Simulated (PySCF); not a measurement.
S4, SMILES S=S(=S)=S.

Geometry: ωB97X-D3(BJ)/def2-SVP.

Two levels are set side by side: PBE/def2-TZVPD (PySCF) and B3LYP/def2-TZVPD (PySCF). Same geometry, gas phase. Differences are taken from unrounded values.

```json
[
 {"quantity": "orbital gap (eV)", "B3LYP": "2.77"},
 {"quantity": "highest occupied level (eV)", "B3LYP": "-7.07"},
 {"quantity": "lowest empty level (eV)", "B3LYP": "-4.30"},
 {"quantity": "mean polarisability (bohr³)", "B3LYP": "93.0"}
]
```

Problem. What does PBE give, and how far is it from B3LYP? (Estimate from the structure and the level; the computed values follow.)

Solution. 
```tsv
quantity	PBE	PBE minus B3LYP
orbital gap (eV)	1.43	-1.34
highest occupied level (eV)	-6.13	0.93
lowest empty level (eV)	-4.70	-0.41
mean polarisability (bohr³)	93.3	0.3
```

PBE's occupied levels lie high since its potential decays too fast outside the molecule; exact exchange lowers them and widens the gap. Differences between two approximate levels are no errors against the true value.

Rough cost on one machine, each run with all the roots and properties that it gave: B3LYP against PBE within a factor of 2.
